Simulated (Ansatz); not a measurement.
C2H7ClSSi, SMILES `C[Si](C)(S)Cl`, 12 atoms. Charge 0, multiplicity 1. All runs use 4 threads of an AMD EPYC 7B13 on a shared host. Correlated methods freeze the cores.

(1) How many basis functions does each run have, and how long does it take in Ansatz? RKS HSE06 (plane-wave form)-D4/def2-TZVPP energy; RKS SPW92 (LDA)/def2-TZVPP energy; RKS revPBE-D4/def2-TZVPP energy; RHF-MP2/def2-QZVPP energy; RHF-CCSD(T)/def2-SVP energy; RHF-CCSD(T)/def2-TZVPP energy; RKS PBE0-D4/def2-QZVPP energy; RKS PBE0-D4/def2-SVP energy; RKS ωB97M-V/def2-QZVPP energy; direct RPA on PBE orbitals/def2-TZVPP energy; RKS ωB97M-V/def2-SVP energy; RKS ωB97X-V/def2-TZVPP energy. (An estimate is asked.)

## Answers

(1) The calculation gave: Other jobs shared the machine, so times are rough.

```
                                    level     job  functions  wall time  peak host memory (GiB)
                     RKS PBE0-D4/def2-SVP  energy        117      1.2 s                    0.27
               RKS SPW92 (LDA)/def2-TZVPP  energy        286      1.5 s                    0.47
                 RKS revPBE-D4/def2-TZVPP  energy        286      2.1 s                    0.48
                     RKS ωB97M-V/def2-SVP  energy        117      3.9 s                     0.4
RKS HSE06 (plane-wave form)-D4/def2-TZVPP  energy        286      4.4 s                    0.99
                     RHF-CCSD(T)/def2-SVP  energy        117      4.7 s                    0.58
    direct RPA on PBE orbitals/def2-TZVPP  energy        286      5.5 s                    0.76
                   RKS ωB97X-V/def2-TZVPP  energy        286      8.5 s                     1.1
                   RKS PBE0-D4/def2-QZVPP  energy        534       12 s                     2.5
                   RKS ωB97M-V/def2-QZVPP  energy        534       24 s                       3
                       RHF-MP2/def2-QZVPP  energy        534       37 s                     3.9
                   RHF-CCSD(T)/def2-TZVPP  energy        286      3 min                       8
```
